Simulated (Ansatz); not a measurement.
System: SnBr₃, net charge 1, singlet state. 
Coordinates optimised at B3LYP-D3(BJ)/def2-TZVP (Ansatz, a quantum-chemistry and plane-wave program):
```xyz
4

Sn     0.0000     0.0000     0.0000
Br    -1.8808    -1.4973     0.0215
Br    -0.3562     2.3776     0.0076
Br     2.2370    -0.8803    -0.0292
```
Charge +1, spin multiplicity 1.

Total electronic energies in hartree. Cores are frozen in the correlated levels unless marked. Spin-orbit coupling is left out. The frozen core is the preceding noble-gas configuration, with the filled d and f shells of earlier blocks. In def2 rows, elements after Kr have scalar-relativistic effective core potentials. STO-3G rows are all-electron and non-relativistic. Basis-set limits of correlation are two-point, X^-3; Hartree-Fock from the larger set.

| level | program | energy (Eh) |
|---|---|---|
| RI-HF/def2-TZVPP | Ansatz | -7930.45689 |
| BLYP/def2-TZVPD | Ansatz | -7936.63251 |
| revPBE-D4/def2-TZVPD | Ansatz + dftd4 | -7935.99992 |
| PBE0/STO-3G | Ansatz | -13602.36430 |
| PBE0-D4/def2-TZVP | Ansatz + dftd4 | -7935.72004 |
| CAM-B3LYP-D3(BJ)/def2-TZVPD | Ansatz + dftd3 | -7936.95801 |
| CAM-B3LYP/def2-TZVPD | Ansatz | -7936.95065 |
| wB97M-V/def2-TZVPD | Ansatz | -7936.12236 |
| B2PLYP-D4/def2-TZVPD | Ansatz + dftd4 | -7935.07611 |
| MP2/def2-SVP | Ansatz | -7929.91051 |
| MP2/def2-TZVPP | Ansatz | -7931.00568 |
| SCS-MP2/def2-SVP | Ansatz | -7929.89543 |
| CCSD/def2-TZVPP | Ansatz | -7931.04751 |
| CCSD/CBS(def2-TZVPPD,def2-QZVPPD) | Ansatz | -7931.2931 |
| CCSD(T)/CBS(def2-TZVPPD,def2-QZVPPD) | Ansatz | -7931.3287 |

Totals of different functionals don't rank their quality; only differences between species are comparable.
